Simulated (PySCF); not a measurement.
Bonds: Ge1-N2 1.825 Å, Ge1-N5 1.825 Å. N2 carries H3, H4; N5 carries H6, H7.

Geometry: PBE0-D3(BJ)/def2-SVP; GIAO absolute shieldings from PySCF, gas phase, non-relativistic, averaged over equivalent atoms.

At PBE0/pcSseg-1 (pcSseg-2 on Ge) (117 basis functions, 6.4 s wall time on 1 thread of an Arm Neoverse V2, shared host):
```csv
atoms,σ (ppm)
Ge1,1086.9
N2/N5,155.0
H3/H4/H6/H7,28.03
```

Question: Predict the values at PBE/pcSseg-1 (pcSseg-2 on Ge) on the same geometry.

Answer: 
| atoms | σ at PBE/pcSseg-1 (pcSseg-2 on Ge) | change |
| --- | --- | --- |
| Ge1 | 1045.3 | -41.6 |
| N2/N5 | 146.9 | -8.1 |
| H3/H4/H6/H7 | 27.84 | -0.19 |

The largest change is at Ge1 (germanium bonded to 2 N). Cost: 117 basis functions, 7.3 s wall time on 1 thread of an Arm Neoverse V2, shared host.

Relativistic effects, spin–orbit coupling among them, are left out; they matter for Ge and for the light atoms bonded to it.
